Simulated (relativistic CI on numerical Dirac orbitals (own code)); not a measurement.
A reference radial Dirac CI calculation of Hf⁵⁷⁺ gave the lowest total energy -11551.56046 Ha in 8 SCF steps, from this input:

```
atom Hf  Z=72  charge=57  electrons=15
nucleus A=180  rms_radius_fm=5.3470
hamiltonian dirac-coulomb  breit=on  qed=on  c_scale=1
orbitals kli  potential=per-configuration
slater_scale 1
correlation none
mixing on
grid step=0.0125 r_max=2.3
scf mixing=0.4 start=green max_iterations=150 tolerance=2e-08 node_fill=0.05
configurations
  [Ne] 3s2 3p3
end
```

One setting was then changed (and the iteration limit cut to 66), and the output read:

```
error: the grid has 7325 points, outside 40 to 4096
end: refused
```

Task: Which setting was changed?
A. QED terms
B. speed of light
C. grid step
D. start potential

Result: C. The grid step 0.002. This setting is bad on purpose; its numbers may not be properties of the ion.
